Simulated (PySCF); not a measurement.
# EPR parameters of C6H7O2S

Species: C6H7O2S (doublet state).
Structure used (GFN2-xTB), in Å, numbered top down from 1:
```
atom  x, y, z in Å
C1     3.2005   -0.6925    0.4128
C2     2.4818    0.0760   -0.6841
O3     2.9266    0.1782   -1.8210
C4     1.2743    0.6438   -0.2790
C5     0.0520    0.9337   -0.0065
O6    -1.0265    0.0642   -0.1653
C7    -2.2350    0.4856    0.1271
C8    -3.2930   -0.5360   -0.1231
S9    -2.5737    1.9841    0.7029
H10    2.6560   -1.6086    0.6341
H11    3.2530   -0.0943    1.3186
H12    4.2009   -0.9450    0.0720
H13   -0.2826    1.9034    0.3915
H14   -4.2432   -0.2063    0.2856
H15   -3.3967   -0.6901   -1.1975
H16   -3.0018   -1.4871    0.3204
```

The hyperfine couplings belong to this conformer and change with its torsions.

Identity: `CC(=O)/[C]=C\OC(C)=S` [radical].

The calculation used UKS B3LYP, pcH-1 on C H O S, non-relativistic, mean-field spin-orbit, GIAO (PySCF 2.14.0). Geometry: GFN2-xTB, one conformer, isolated molecule. A GFN2-xTB geometry isn't a minimum of the functional, and hyperfine couplings can be far from their values at a DFT geometry. The SCF solution wasn't tested for stability.

* g1, g2, g3: 2.00170, 2.00502, 2.00957
* g_iso: 2.00543
* Form of g: rhombic: the two nearest values differ by 42 % of g3 − g1
* ⟨S²⟩: 0.7668 (exact 0.7500)
* HOMO–LUMO gap, α and β orbitals: 4.42, 2.68 eV
* Basis functions: 305

Hyperfine couplings atom by atom, in G; T1 to T3 are the principal values of the dipolar part (MHz turned into gauss with g_iso; 10 G = 1 mT):

```csv
atom,isotope,a_iso,of which spin–orbit,T1,T2,T3,Mulliken spin population
C1,13C,0.0,0.0,-0.5,-0.1,0.6,0.01
C2,13C,-12.1,0.0,-5.8,1.6,4.2,-0.12
O3,17O,-7.2,-0.2,-32.9,16.1,16.8,0.30
C4,13C,33.9,0.0,-23.7,-18.1,41.8,0.80
C5,13C,0.8,0.0,-4.6,0.4,4.2,-0.11
O6,17O,-12.6,0.0,-5.5,2.6,3.0,0.04
C7,13C,-2.0,0.0,-0.8,0.0,0.8,-0.01
C8,13C,3.7,0.0,-0.3,-0.2,0.5,0.01
S9,33S,1.3,0.0,-2.5,-2.5,5.0,0.06
H10,1H,-1.1,0.0,-1.0,-0.6,1.7,0.00
H11,1H,0.6,0.0,-1.1,-0.7,1.8,0.00
H12,1H,0.2,0.0,-0.8,-0.3,1.1,0.00
H13,1H,40.9,0.0,-2.2,-0.4,2.5,0.03
H14,1H,-0.1,0.0,-0.3,-0.1,0.4,0.00
H15,1H,-0.6,0.0,-0.3,-0.1,0.4,0.00
H16,1H,-0.5,0.0,-0.3,-0.1,0.4,0.00
```

The Mulliken spin populations are largest on C4 (+0.80), O3 (+0.30), C2 (-0.12) and C5 (-0.11). The positive populations add up to 1.24 and the negative ones to -0.24, together 2S = 1.

Axes: g3 points within 9° of the C2–O3 bond.

Under fast tumbling the dipolar parts average out, and these isotropic splittings remain: 1 × 1H (H13, I = 1/2, 2 lines) with 4.09 mT and 3 × 1H (H14/H15/H16, I = 1/2, 4 lines) with 0.04 mT.

Means are taken over nuclei equivalent by connectivity, which assumes that they swap fast.

The 13C coupling of C4 (95.2 MHz) shows only in satellite lines or after enrichment, since that isotope makes up about 1.07 % of natural carbon.

The 17O coupling of O6 (-35.5 MHz) shows only in satellite lines or after enrichment, since that isotope makes up about 0.038 % of natural oxygen.

The spin density at the nucleus, in bohr⁻³, is negative for C2 (-0.0304) and C7 (-0.0049), for instance. A restricted open-shell determinant has no negative spin density anywhere; here it arises because α and β orbitals differ (spin polarisation).
